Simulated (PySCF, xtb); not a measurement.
Se(Cl)(GeH3) (ClGeH3Se), SMILES Cl[Se][GeH3].

xtb with GFN2-xTB at its own geometry gives an orbital gap of 2.88 eV and a dipole moment of 1.76 D.

Geometry: PBE0-D3(BJ)/def2-SVP.

Problem. What does CAM-B3LYP/def2-TZVPD (PySCF) give? (Estimate from the structure and the level; the computed values follow.)

Solution. gap 6.82 eV (levels -8.24 and -1.41 eV), dipole 2.18 D.
